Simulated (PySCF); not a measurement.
Ga(H)2(OEt) (C2H7GaO), SMILES CC[O][GaH2]. Coordinates come from a TPSSh-D3(BJ)/def2-SVP optimisation. Other conformers were not sampled.

Computed equilibrium geometry at TPSSh-D3(BJ)/def2-SVP (PySCF confirms it by a frequency run) as Cartesian coordinates in Å, and its point group (one conformer of several):
point group Cs.
```xyz
11

Ga    -0.1236    -1.0885     0.0000
H      0.7343    -2.3882     0.0000
H     -1.6807    -0.9465     0.0000
O      0.9207     0.3627     0.0000
C      0.6396     1.7454     0.0000
C     -0.8380     2.1131     0.0000
H      1.1293     2.1922     0.8859
H      1.1293     2.1922    -0.8859
H     -1.3503     1.7161     0.8919
H     -0.9565     3.2087     0.0000
H     -1.3503     1.7161    -0.8919
```
